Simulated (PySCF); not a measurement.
This PySCF input asks for the NMR shieldings of `C=C1C[C@H]1BCC#CC`, C8H11B; the geometry comes from GFN2-xTB.

```python
import basis_set_exchange as bse
import numpy as np
from pyscf import gto, dft
from pyscf.prop import nmr

atoms = """
C    -2.001549    1.429714    0.040232
C    -2.031525    0.180173   -0.337752
C    -2.689260   -0.931416   -0.993099
C    -1.304326   -1.118482   -0.350089
B    -0.020491   -1.176858   -1.198946
C     1.336143   -1.650581   -0.530481
C     1.822204   -0.422019    0.082515
C     2.184208    0.609414    0.576126
C     2.656858    1.835184    1.187024
H    -1.156268    1.836912    0.570815
H    -2.821721    2.100817   -0.161037
H    -2.744036   -0.939113   -2.072835
H    -3.535359   -1.399707   -0.508881
H    -1.320223   -1.630798    0.608423
H    -0.023474   -0.760429   -2.295295
H     1.217467   -2.402015    0.254137
H     2.090384   -2.008206   -1.234809
H     2.427547    2.685948    0.544807
H     2.172649    1.982403    2.152600
H     3.735625    1.789736    1.338055
"""
names = dict.fromkeys(["C", "B", "H"], "pcSseg-1")
basis = {el: gto.basis.parse(bse.get_basis(n, elements=[el], fmt="nwchem")) for el, n in names.items()}
mol = gto.M(atom=atoms, basis=basis, charge=0, verbose=0)
mf = dft.RKS(mol, xc="PBE0")
mf.grids.level = 2
mf.grids.alignment = dft.numint.BLKSIZE   # the property module wants whole blocks of grid points
mf.conv_tol = 1e-9
mf.kernel()

calc = nmr.RKS(mf)   # GIAO
C = mf.mo_coeff
Co = C[:, mf.mo_occ > 0]
resp = mf.gen_response(singlet=True, hermi=2)
def vind(x):   # induced exchange potential for any number of trial vectors
    d = np.einsum("pi,xij,qj->xpq", C, 2 * x.reshape(-1, C.shape[1], Co.shape[1]), Co, optimize=True)
    return np.einsum("xpq,pi,qj->xij", resp(d - d.transpose(0, 2, 1)), C, Co, optimize=True).ravel()
mo1, _ = nmr.rhf.solve_mo1(calc, with_cphf=vind)
sigma = calc.kernel(mo1)
for i, s in enumerate(sigma):   # ppm
    print("%2d %-2s %9.2f" % (i, mol.atom_pure_symbol(i), np.trace(s) / 3))
```

Task: What does it print?

Result: 
```
 0 C      77.58
 1 C      43.30
 2 C     170.45
 3 C     162.14
 4 B      30.05
 5 C     169.59
 6 C     111.16
 7 C      99.66
 8 C     181.76
 9 H      26.02
10 H      25.81
11 H      30.06
12 H      29.97
13 H      30.11
14 H      25.65
15 H      29.19
16 H      29.15
17 H      29.74
18 H      29.70
19 H      29.67
```

These numbers come from an equivalent density-fitted implementation of the same equations, which agrees with the script to about 0.01 ppm for H and up to a few tenths of a ppm for heavy atoms, so last digits may differ.

Size and cost of the density-fitted run: 208 basis functions, 45 s wall time on 1 thread of an Arm Neoverse V1, shared host; peak memory 0.94 GiB.
